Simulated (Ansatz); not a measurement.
**Ligand exchange: NaBr + GaH2(OH) → NaOH + GaH2Br**

Species: NaBr, singlet; GaH2(OH), singlet; NaOH `[OH][Na]`, singlet; GaH2Br `[GaH2][Br]`, singlet. The partners trade Br for OH: Na–Br and Ga–OH bonds give way to Na–OH and Ga–Br.

Shapes, held fixed at every level: PBE0-D4/def2-TZVP. Programs: Ansatz 0.2.0. The zero-point and thermal change to 298 K, harmonic and unscaled (PBE0-D4/def2-TZVP), is -3.3 kJ/mol.

Problem. Estimate ΔH(298 K) of this reaction.

Solution. The highest level, CCSD(T)/def2-TZVPP, gives ΔH(298 K) = +103.2 kJ/mol; the levels span +96.0 to +114.4. The column of differences is taken from that level and isn't an error. No measured value is set beside it here. Relativity is left out for Br, Ga unless named. Correlated rows may include outer-core shells of Br, Ga, Na, which these sets cover unevenly. Times are processor times on shared x86 and Arm servers, and rough.

| level | kind | ΔH(298 K) (kJ/mol) | less CCSD(T)/def2-TZVPP | CPU time (sum over the molecules) |
| --- | --- | --- | --- | --- |
| PBE-D4/def2-TZVPP | GGA | +96.0 | -7.2 | 10 s |
| B3LYP-D4/def2-TZVPP | global hybrid | +99.2 | -4.0 | 13 s |
| PBE0-D4/def2-TZVPP | global hybrid | +101.4 | -1.8 | 11 s |
| r2SCAN0-D4/def2-TZVPP | global hybrid | +105.4 | +2.2 | 15 s |
| wB97M-V/def2-TZVPP | range-separated hybrid | +102.2 | -1.0 | 35 s |
| MP2/def2-TZVPP | perturbation theory | +99.8 | -3.4 | – |
| CCSD(T)/def2-SVP | coupled cluster or CI | +114.4 | +11.2 | 8.8 s |
| CCSD(T)/def2-TZVPP | coupled cluster or CI | +103.2 | 0.0 | 56 s |
